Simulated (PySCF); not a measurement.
## Electron correlation in Be (beryllium, neutral)

[He] 2s1 3s1, high-spin 3S determinant (an excited configuration). Computed with PySCF 2.14 in dyall-acv3z (15s9p4d2f, 76 functions), with the spin-free X2C one-electron Hamiltonian (Gaussian nucleus). Frozen: 1s2; 2 electrons correlated; the 10 highest virtual orbitals of each spin left out.

With two correlated electrons CCSD is exact within the correlated space (frozen core and kept virtual orbitals).

```
level  correlation energy (mhartree)
 CCSD                          -5.05
```

Diagnostics: T1 = 0.018, D1 = 0.0358, largest double amplitude 0.063.

The outer electron is Rydberg-like, and this basis confines it to a smaller radius and binds it less than a complete one would.

Cost of the coupled-cluster step: about 3 core-seconds, for 2 correlated electrons.
